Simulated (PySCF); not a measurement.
## ECD: `O=C[C@@H](F)[C@@H]1O[C@H]1F`, C₄H₄F₂O₂

Geometry (Å), atoms numbered from 1 in this order:
```xyz
12

O    -1.060   -1.241   -1.376
C    -1.510   -0.339   -0.737
C    -0.673    0.785   -0.146
F    -1.481    1.583    0.624
C     0.481    0.267    0.699
O     1.782    0.692    0.376
C     1.499   -0.626    0.146
F     2.082   -1.514    0.979
H    -2.587   -0.230   -0.521
H    -0.281    1.413   -0.960
H     0.263    0.209    1.762
H     1.485   -1.000   -0.872
```

Method used: TDDFT PBE0/def2-SVPD circular dichroism and optical rotation, one conformer, gas phase (PySCF). Geometry: GFN2-xTB.

The molecule is flexible and this is one conformer; a measurement averages over conformers. States above about 8.4 eV (minus the energy of the highest occupied orbital) lie near or above the ionisation threshold and depend on the basis.

(1) Assign R or S to each stereocentre.

(2) Which excitations and rotatory strengths does the calculation give?

Results:

(1) C3 S, C5 S, C7 S.

(2) Rotatory strengths R in 10⁻⁴⁰ esu² cm², velocity form and length form (origin at the centre of mass); f in length form.
```tsv
state	E (eV)	λ (nm)	f	R (velocity)	R (length)	main
1	4.19	296	0.0002	+4.0	+3.3	HOMO→LUMO 0.97
2	6.12	203	0.008	+1.9	+2.0	HOMO−1→LUMO 0.99
3	6.51	191	0.009	+9.6	+10.1	HOMO−2→LUMO 0.96
4	7.83	158	0.024	-14.3	-14.8	HOMO→LUMO+1 0.76, HOMO→LUMO+2 0.19
5	7.89	157	0.030	-16.2	-16.2	HOMO−3→LUMO 0.86
6	8.03	154	0.002	+0.1	+0.2	HOMO→LUMO+2 0.75, HOMO→LUMO+1 0.20
7	8.26	150	0.004	+9.9	+9.8	HOMO−4→LUMO 0.59, HOMO−5→LUMO 0.30
8	8.38	148	0.033	-0.5	+1.8	HOMO→LUMO+3 0.94
9	8.66	143	0.002	+6.6	+5.4	HOMO−5→LUMO 0.28, HOMO−1→LUMO+1 0.24
10	8.73	142	0.012	-1.6	-1.2	HOMO−1→LUMO+2 0.30, HOMO−5→LUMO 0.26
11	8.79	141	0.008	+9.4	+10.0	HOMO−1→LUMO+2 0.32, HOMO→LUMO+5 0.21
12	8.81	141	0.009	-11.7	-12.0	HOMO→LUMO+5 0.53, HOMO−1→LUMO+2 0.16
13	8.87	140	0.027	+23.1	+22.8	HOMO→LUMO+4 0.67, HOMO→LUMO+5 0.13
14	9.03	137	0.023	+6.7	+4.5	HOMO−1→LUMO+3 0.51, HOMO−1→LUMO+4 0.21
15	9.13	136	0.019	+8.5	+8.6	HOMO→LUMO+6 0.66, HOMO−1→LUMO+3 0.13
16	9.17	135	0.009	+0.5	+1.9	HOMO−1→LUMO+4 0.42, HOMO−1→LUMO+3 0.21
```

For state 8 the two forms differ in sign, so the sign of R isn't settled.

Among the states computed, the strongest CD band (largest |R|) is state 13. The largest dissymmetry factor in size, g = 4R/(D+G), with D and G the electric and magnetic dipole strengths, is +0.09 for state 1 (velocity form, f = 0.0003), among bands with |R| over 0.5. The mirror image has the same energies and oscillator strengths and all R with the opposite sign.
